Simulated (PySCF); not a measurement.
Compound: C6H5F3OS2.
Numbering: `[CH3:1][S:2][c:3]1[cH:4][cH:5][c:6]([S:7][C:8]([F:9])([F:10])[F:11])[o:12]1`

Definitions: NICS(0) = −σiso at the ring centroid; NICS(1) = −σiso and NICS(1)zz = −σzz at ±1 Å along the ring normal z. Level: GIAO PBE0/pcSseg-1 (PySCF, non-relativistic, gas phase) on the GFN2-xTB geometry, one conformer.

Ring bond lengths (Å), with Mayer bond orders in brackets: C3–C4 1.373 (1.48), C4–C5 1.409 (1.30), C5–C6 1.366 (1.51), C6–O12 1.359 (0.99), O12–C3 1.341 (1.08).

Task: What do the NICS probes read (ppm)?

Result: 
| ring | type | NICS(0) | NICS(1), two faces | NICS(1)zz, two faces | rms pucker (Å) | centre to ring atoms, mean (Å) |
| --- | --- | --- | --- | --- | --- | --- |
| C3–C4–C5–C6–O12 | 5-membered ring with O; formal bonds all aromatic | -10.7 | -9.3 / -9.2 | -22.1 / -22.9 | 0.00 | 1.16 |

Task: What do they say, and how far can they be read as aromaticity?

Result: 
- C3–C4–C5–C6–O12: mean NICS(1)zz -22.5 ppm, shielded. For a flat ring without four-coordinate atoms the NICS criterion counts such a value as aromatic.

Task: How equal are the bonds by HOMA? HOMA takes Krygowski's 1993 parameters.

Result: 
- C3–C4–C5–C6–O12: HOMA 0.48; the largest term is that of C6–O12, α(R − Ropt)² = 1.40.

Conformer computed: `[CH3:1][S:2][c:3]1[cH:4][cH:5][c:6]([S:7][C:8]([F:9])([F:10])[F:11])[o:12]1`: C1–S2–C3–C4 -178°, C5–C6–S7–C8 104°, C6–S7–C8–F9 -59°.
